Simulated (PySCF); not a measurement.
Compound: C4H9NSi2.
Numbering: `[CH:1]#[C:2][C@H:3]1[CH2:4][SiH2:5][NH:6][SiH2:7]1`

Definitions: NICS(0) = −σiso at the ring centroid; NICS(1) = −σiso and NICS(1)zz = −σzz at ±1 Å along the ring normal z. Level: GIAO HF/pcSseg-1 (PySCF, non-relativistic, gas phase) on the PBE0-D3(BJ)/def2-SVP geometry, one conformer.

Ring bond lengths (Å): C3–C4 1.548, C4–Si5 1.893, Si5–N6 1.746, N6–Si7 1.742, Si7–C3 1.913.

What do the NICS probes read (ppm)?

```csv
ring,type,NICS(0),"NICS(1), two faces","NICS(1)zz, two faces",rms pucker (Å),"centre to ring atoms, mean (Å)"
C3–C4–Si5–N6–Si7,5-membered ring with N and 2 Si; formal bonds all single,-5.6,-2.8 / -3.5,0.2 / -0.8,0.18,1.49
```

What do they say, and how far can they be read as aromaticity?

- C3–C4–Si5–N6–Si7: mean NICS(1)zz -0.3 ppm, near zero. C3, C4, Si5, Si7 have four or more neighbours, and the NICS criterion for π rings isn't applied.

At the second NICS(1) probe listed for ring C3–C4–Si5–N6–Si7, 1 Å off the ring, how large is the induced field along the normal in 9.4 T applied along it?

NICSzz × B0 = -0.8 ppm × 9.4 T = -8 μT, against the applied field.

What are the shieldings of the ring atoms and their hydrogens in the same run (means over atoms taken as equivalent)?

```csv
atoms,environment,σ isotropic (ppm)
C3,sp3 carbon bound to silicon,185.9
C4,sp3 carbon bound to silicon,179.0
Si5,SiH2 silicon,416.8
N6,nitrogen bridging silicon atoms,266.6
Si7,SiH2 silicon,412.7
H on C3,methine hydrogen,30.18
H on C4,methylene hydrogen,30.82
H on C4,methylene hydrogen,30.42
H on Si5,Si–H hydrogen,27.26
H on Si5,Si–H hydrogen,27.37
H on N6,N–H hydrogen,31.88
H on Si7,Si–H hydrogen,27.27
H on Si7,Si–H hydrogen,27.45
```

How do the values depend on the level or the medium?

```
                                   level  NICS(0), C3–C4–Si5–N6–Si7  mean NICS(1)zz, C3–C4–Si5–N6–Si7
                        HF/pcSseg-1, gas                       -5.6                              -0.3
                      PBE0/pcSseg-1, gas                       -5.9                              -0.8
  PBE0/pcSseg-1, IEF-PCM dichloromethane                       -6.0                              -0.8
PBE0/pcSseg-1, IEF-PCM dimethylsulfoxide                       -6.0                              -0.8
```

The geometry is the same throughout; the continuum's cavity takes Bondi-type radii × 1.2.
